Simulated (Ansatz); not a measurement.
Ansatz results at the PBE0-D4/def2-TZVP geometry: HOMO energy (PBE0/def2-TZVPP) -6.32 eV; size of the dipole moment (B3LYP/def2-TZVPP) 2.21 D; size of the dipole moment (ωB97M-V/def2-TZVPP) 2.17 D.

Each molecule was computed in one conformer, which needn't be the lowest.

Question: Which molecule gave them?
A. `C[Si]O`
B. `F[Si]N([SiH3])[SiH3]`
C. `O[Si]Br`
D. `CO[SiH]`

Answer: A. The others give `F[Si]N([SiH3])[SiH3]`: -7.39, 1.26, 1.18; `O[Si]Br`: -7.54, 0.98, 1.03; `CO[SiH]`: -6.53, 1.58, 1.50.

B3LYP here is the variant with VWN-RPA as its local correlation; programs differ in this.
